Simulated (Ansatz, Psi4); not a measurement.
# Ligand exchange: C3H5F3O + Si2H4F2 → C2H2F4O + CH7FSi2

Species: C3H5F3O `CC(F)OC(F)F`, singlet; Si2H4F2 `F[SiH2][SiH2]F`, singlet; C2H2F4O (1,1′-oxybis[1,1-difluoromethane]) `FC(F)OC(F)F`, singlet; CH7FSi2 `C[SiH2][SiH2]F`, singlet. The partners trade CH3 for F: C–CH3 and Si–F bonds give way to C–F and Si–CH3.

Shapes, held fixed at every level: PBE0-D4/def2-TZVP. Flexible molecules stand in one conformer, not always the lowest. Programs: Ansatz 0.2.0. Electronic energies: no zero-point or thermal term.

```tsv
level	kind	ΔE (kJ/mol)	less CCSD(T)/CBS estimate
PBE-D4/def2-TZVPP	GGA	+127.6	-24.3
B3LYP-D4/def2-TZVPP	global hybrid	+144.0	-7.9
wB97M-V/def2-TZVPP	range-separated hybrid	+140.8	-11.1
B2PLYP/def2-TZVPP	double hybrid	+148.0	-3.9
MP2/def2-TZVPP	perturbation theory	+149.5	-2.4
CCSD(T)/def2-TZVPP	coupled cluster or CI	+143.8	-8.1
CCSD(T)/CBS estimate	coupled cluster or CI	+151.9	0.0
```

The highest level, CCSD(T)/CBS estimate, gives ΔE = +151.9 kJ/mol; the levels span +127.6 to +151.9. The column of differences is taken from that level and isn't an error. No measured value is set beside it here. The CBS estimate extrapolates MP2 from def2-TZVPP and def2-QZVPP and adds CCSD(T) − MP2 in the triple-zeta set, cores frozen.
